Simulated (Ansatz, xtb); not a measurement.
**Relative energy of two isomers of C3H8GeO**

We compare a, `C=[C]([GeH3])OC`, a singlet, with b, `CO/C=[CH]\[GeH3]`, a singlet. Both are isolated molecules in the gas phase, relaxed with B3LYP-D3(BJ)/def2-SVP, each in the lowest conformer that the search found.

Energies in hartree; the thermal terms are from GFN2-xTB frequencies at re-optimised GFN2-xTB minima (ideal gas, soft modes damped towards free rotors, one conformer each, 298.15 K, 1 atm) and include the zero-point energy:

|  | a | b |
| --- | --- | --- |
| E, CCSD(T)/def2-SVP | −2268.937212 | −2268.939526 |
| E, MP2/def2-SVP | −2268.861983 | −2268.864084 |
| E, MP2/def2-TZVPP | −2269.518562 | −2269.519259 |
| zero-point energy | 0.094512 | 0.094670 |
| H(298 K) − E | 0.103137 | 0.103299 |
| G(298 K) − E | 0.062322 | 0.062124 |

Task: Correct the CCSD(T) difference for the basis set by the MP2 change, then work out ΔE, ΔE₀, ΔH and ΔG for a → b in kJ/mol (1 Eh = 2625.50 kJ/mol) and the equilibrium ratio [b]/[a].

Result: 1. Differences b − a: CCSD(T) −0.002314, MP2 in the small set −0.002101, MP2 in the large set −0.000697 Eh.
2. ΔE = −0.002314 + (−0.000697 − (−0.002101)) = −0.000910 Eh = −2.39 kJ/mol.
3. ΔE₀ = ΔE + ΔZPE = −0.000910 + (+0.000158) Eh = −1.97 kJ/mol.
4. ΔH = ΔE + (+0.000162) Eh = −1.96 kJ/mol.
5. ΔG = ΔE + (−0.000198) Eh = −2.91 kJ/mol, so ΔS = (ΔH − ΔG)/T = +3.2 J/(mol K).
6. kT = 0.9442 mEh, so K = [b]/[a] = exp(−ΔG/kT) = exp(+1.17) ≈ 3.2.

The two are too close for this level to say which is favoured. An error of 4 kJ/mol in ΔG would change K by a factor of 5. Mirror images and further conformers aren't counted.

As drawn, both hold the same kinds of bond in the same numbers.

Other levels gave ΔE = +0.5 (GFN2-xTB); −6.3 (HF/STO-3G, GFN2-xTB geometries); −1.6 (r2SCAN-D4/def2-SVP, GFN2-xTB geometries); −4.2 (B3LYP-D3(BJ)/def2-SVP); −11.9 (HF/def2-SVP); −5.5 (MP2/def2-SVP); −6.1 (CCSD(T)/def2-SVP) kJ/mol. The correlated steps freeze 13 core orbitals; the filled d shell of Ge is correlated, in a basis made for valence electrons. Programs: Ansatz 0.2.0, xtb 6.7.1.
